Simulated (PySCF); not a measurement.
## Simulated absorption spectrum

Ge(SH)H3.
InChI=1S/GeH4S/c1-2/h2H,1H3

Method: TDDFT CAM-B3LYP/def2-SVPD, vertical, gas phase, core orbitals frozen in the response in PySCF 2.14.0, density-fitted response routines. Geometry: PBE0-D3(BJ)/def2-SVP; no solvent, vibrations or thermal averaging. The CAM-B3LYP/def2-SVPD calculation is non-relativistic and has no spin–orbit coupling, an omission that weighs most on germanium.

Each state is given a Gaussian of 0.3 eV full width at half maximum, with ε(max) = 2.175×10⁸ f / Δν̃ (Δν̃ the width in cm⁻¹). The cross-section is σ = 3.8235×10⁻²¹ ε cm², given in Mb (10⁻¹⁸ cm²). The width is an assumption, not a result. The curve ends short of the highest state used, and states not computed would add to its high-energy end.

(λ (nm), σ (Mb)): (145.9, 66.72), (147.6, 56.85), (149.2, 57.43), (150.9, 86.88), (152.6, 114.08), (154.2, 106.06), (155.9, 77.60), (157.5, 57.11), (159.2, 41.31), (160.9, 24.65), (162.5, 11.67), (164.2, 4.35), (165.9, 1.78), (167.5, 0.99), (169.2, 0.57), (170.9, 0.30), (172.5, 0.15), (174.2, 0.06), (175.9, 0.02), (177.5, 0.01), (179.2, 0.00), (180.9, 0.00), (182.5, 0.00), (184.2, 0.00), (185.9, 0.00), (187.5, 0.00), (189.2, 0.00), (190.8, 0.00), (192.5, 0.00), (194.2, 0.00), (195.8, 0.01), (197.5, 0.04), (199.2, 0.15), (200.8, 0.39), (202.5, 0.93), (204.2, 1.88), (205.8, 3.13), (207.5, 4.68), (209.2, 6.15), (210.8, 7.21), (212.5, 7.87), (214.2, 8.08), (215.8, 7.94), (217.5, 7.46), (219.2, 6.63), (220.8, 5.59), (222.5, 4.32), (224.1, 3.13), (225.8, 2.04), (227.5, 1.21), (229.1, 0.69), (230.8, 0.34), (232.5, 0.16), (234.1, 0.07), (235.8, 0.03), (237.5, 0.01)

(1) Where are the band maxima, and which computed states make them?

(2) On this curve, what absorbance would a 10⁻⁵ mol/L sample give at 222 nm over a 1 cm path?

(3) Coming from long wavelengths, where does ε first pass 100 L mol⁻¹ cm⁻¹?

## Answers

(1) 214 nm (5.79 eV), ε about 2100, made up of S1 (44%) and S2 (56%); 153 nm (8.10 eV), ε about 30000, made up of S9 (90%) (ε in L mol⁻¹ cm⁻¹; maxima over ε = 5, shares over 10%). At its high-energy end, 8.50 eV, the curve is still rising (ε about 17000, from S11). The states used: S1 5.67 eV (f 0.016); S2 5.88 eV (f 0.017); S3 7.29 eV (f 0.0001); S4 7.34 eV (f 0.0005); S5 7.51 eV (f 0.0028); S6 7.83 eV (f 0.110); S7 7.87 eV (f 0.0007); S8 8.02 eV (f 0.016); S9 8.11 eV (f 0.302); S10 8.27 eV (f 0.019); S11 8.49 eV (f 0.164); S12 8.65 eV (f 0.029); S13 8.76 eV (f 0.077); S14 9.00 eV (f 0.128); S15 9.10 eV (f 0.0087).

(2) 222 nm is 5.585 eV, where ε is about 1200 L mol⁻¹ cm⁻¹, so A = ε c l ≈ 0.012 (Beer–Lambert, with the gas-phase spectrum and the assumed width).

(3) At about 231 nm (5.38 eV), 0.29 eV below S1.
